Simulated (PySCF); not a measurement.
Species: BFH4O2Si.
Cartesian coordinates in Å at the PBE0-D3(BJ)/def2-SVP level; atoms count from 1:
```xyz
9
BFH4O2Si angstrom
O      1.3349    0.5815    0.8727
B      0.5697   -0.1809    0.0473
O      1.0149   -1.2869   -0.6074
Si    -1.3579    0.4052   -0.2223
F     -2.1380    0.3888    1.2166
H      2.2402    0.2762    1.0070
H      1.9409   -1.5113   -0.4535
H     -2.1118   -0.4944   -1.1453
H     -1.4367    1.8037   -0.7472
```

Level: PBE0/pcSseg-1 and CAM-B3LYP/def2-SVPD in PySCF, non-relativistic, on one gas-phase PBE0-D3(BJ)/def2-SVP geometry that isn't relaxed in the solvent. The solvent is an IEF-PCM continuum (Bondi radii, 1.10 Å for H, scaled by 1.2). The model holds no explicit solvent molecules, cavitation or dispersion.

Gas phase at PBE0/pcSseg-1: HOMO -8.44 eV, LUMO -0.58 eV, dipole 4.38 D.

What does the continuum do to the energy, the frontier levels and the dipole at PBE0/pcSseg-1 in water?

```json
{"solvent": "water", "ε": "78.36", "E(solvent) − E(gas) (kJ/mol)": "-43.13", "polarisation term (kJ/mol)": "-49.33", "distortion of the solute (kJ/mol)": "6.20", "HOMO (eV)": "-8.40", "LUMO (eV)": "-0.54", "dipole (D)": "5.28"}
```

The polarisation term is half the interaction of the solute with the surface charges that it induces; the rest is the cost of distorting the solute's density. The sum is the electrostatic part of solvation alone.

Which radius a makes the point-dipole formula ΔE = −[(ε − 1)/(2ε + 1)]·μ²/a³ give the value in water, with the gas-phase dipole?

μ = 1.722 au and |ΔE| = 0.01643 Eh give a = 2.36 Å; the farthest nucleus lies 2.50 Å from the centroid of the nuclei, so such a sphere wouldn't even hold the nuclei. The formula assumes a rigid point dipole at the centre of a sphere.

Give the dipole vector in the frame of the coordinates (D, pointing from negative to positive charge), gas and water.

Gas (4.19, -1.01, -0.75), solvent (5.06, -1.22, -0.89). Its length changes by +21 % and its direction by less than 1°.

Which ESP-fitted charges (PBE0/pcSseg-1) respond most in water (means over atoms taken as equivalent)?

```json
{"atoms": "O1/O3", "environment": "boron-bound oxygen", "gas (e)": "-0.681", "solvent (e)": "-0.751", "change": "-0.070"}
{"atoms": "B2", "environment": "three-coordinate boron", "gas (e)": "+0.489", "solvent (e)": "+0.549", "change": "+0.060"}
{"atoms": "H6/H7", "environment": "hydroxyl hydrogen", "gas (e)": "+0.438", "solvent (e)": "+0.496", "change": "+0.058"}
{"atoms": "F5", "environment": "silicon-bound fluorine", "gas (e)": "-0.315", "solvent (e)": "-0.344", "change": "-0.029"}
{"atoms": "Si4", "environment": "fluorine-bound silicon", "gas (e)": "+0.577", "solvent (e)": "+0.567", "change": "-0.010"}
{"atoms": "H8/H9", "environment": "Si–H hydrogen", "gas (e)": "-0.133", "solvent (e)": "-0.131", "change": "+0.002"}
```

How do the nuclear quadrupole coupling constants eQVzz/h respond in water?

| nucleus | Q (barn) | gas (MHz) | solvent (MHz) | η gas | η solvent |
| --- | --- | --- | --- | --- | --- |
| 17O at O1 | -0.0256 | -8.70 | -7.97 | 0.10 | 0.09 |
| 11B at B2 | 0.04059 | 3.27 | 3.22 | 0.35 | 0.27 |
| 17O at O3 | -0.0256 | -8.65 | -7.92 | 0.10 | 0.08 |

Gas phase at CAM-B3LYP/def2-SVPD: HOMO -9.87 eV, LUMO 0.04 eV, dipole 4.21 D.

What does the continuum do to the energy, the frontier levels and the dipole at CAM-B3LYP/def2-SVPD in water?

```csv
solvent,ε,E(solvent) − E(gas) (kJ/mol),polarisation term (kJ/mol),distortion of the solute (kJ/mol),HOMO (eV),LUMO (eV),dipole (D)
water,78.36,-42.08,-49.77,7.69,-9.80,0.34,5.27
```

The atom shares or the degeneracy of the LUMO differ from the gas phase in water, so that column needn't follow one orbital.

How does the static polarisability (CAM-B3LYP/def2-SVPD, frozen core, with the continuum's full static response) change?

```tsv
medium	isotropic (au)	principal values (au)	⟨r²⟩ of the electrons (bohr²)
gas	49.9	41.5, 49.4, 58.8	618.5
water	62.8	53.0, 65.1, 70.3	617.6
```

The isotropic value in water is 1.26 times the gas-phase one; no cavity-field correction is applied. ⟨r²⟩ is taken about the centre of nuclear charge.
